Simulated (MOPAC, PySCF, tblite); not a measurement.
Potential energy curve for BrCl, singlet.

Methods: RKS-PBE0 = restricted PBE0/cc-pVTZ run with PySCF; PM7, restricted, heats of formation (MOPAC); GFN2-xTB, 300 K electronic temperature (tblite).

Energies are in eV, each relative to the lowest point of its own curve near equilibrium.

```tsv
R / Å	RKS-PBE0	PM7	GFN2-xTB
1.71	3.499	3.376	2.333
1.81	1.708	1.754	1.116
1.93	0.554	0.613	0.362
2.00	0.215	0.251	0.141
2.08	0.032	0.042	0.021
2.13	0.000	0.000	0.000
2.24	0.088	0.084	0.061
2.28	0.158	0.160	0.111
2.35	0.317	0.335	0.227
2.47	0.654	0.715	0.482
2.66	1.257	1.400	0.963
2.89	1.965	2.190	1.546
3.16	2.667	2.943	2.086
3.53	3.369	3.655	2.445
3.88	3.806	4.074	2.549
4.24	4.095	4.346	2.581
4.78	4.344	4.596	2.591
5.21	4.453	4.734	2.594
5.78	4.536	4.885	2.597
6.30	4.582	—	2.599
7.52	4.642	—	2.600
8.61	4.675	—	2.601
```

At the longest distance, 8.61 Å, RKS-PBE0 lies highest above its minimum (4.675 eV) and GFN2-xTB lowest (2.601 eV).

Dashes: no converged value, or the column stops at the first point that the program doubted or that broke a chosen test of continuity, which isn't proof of a fault.

The restricted form behind RKS-PBE0, PM7 keeps the bonding electrons paired and can't separate into open-shell fragments.
